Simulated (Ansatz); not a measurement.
`O=C=C=C[SiH3]` and `NC=C=C=O` differ in one atom or group.

Ansatz, PBE0-D4/def2-TZVP geometries, multiplicity 1. Each molecule was computed in one conformer, which needn't be the lowest.

```csv
property,`O=C=C=C[SiH3]`
"ideal-gas entropy at 298 K and 1 bar (rigid rotor, harmonic PBE0-D4/def2-TZVP) / J/(mol·K)",335
LUMO energy (PBE0/def2-TZVPP) / eV,-2.96
HOMO energy (PBE0/def2-TZVPP) / eV,-6.63
HOMO–LUMO gap (ωB97M-V/def2-TZVPP) / eV,7.97
HOMO–LUMO gap (PBE0/def2-TZVPP) / eV,3.67
HOMO–LUMO gap (B3LYP/def2-TZVPP) / eV,3.29
```

(1) What does the change do to each property? (An estimate is asked.)

Answers

(1) The calculation gave: 
```
                                                                                  property  `NC=C=C=O`  shift
ideal-gas entropy at 298 K and 1 bar (rigid rotor, harmonic PBE0-D4/def2-TZVP) / J/(mol·K)         303    -32
                                                        LUMO energy (PBE0/def2-TZVPP) / eV       -1.30   1.66
                                                        HOMO energy (PBE0/def2-TZVPP) / eV       -6.43   0.20
                                                   HOMO–LUMO gap (ωB97M-V/def2-TZVPP) / eV        9.38   1.41
                                                      HOMO–LUMO gap (PBE0/def2-TZVPP) / eV        5.13   1.46
                                                     HOMO–LUMO gap (B3LYP/def2-TZVPP) / eV        4.72   1.43
```

With PBE0 the HOMO rises by 0.20 eV and the LUMO rises by 1.66 eV, so the gap widens by about 1.46 eV. PBE moves the HOMO by 0.19 eV and ωB97M-V by 0.18 eV. The zero-point energy changes by 8.9 kJ/mol with -3 modes.

B3LYP here is the variant with VWN-RPA as its local correlation; programs differ in this.
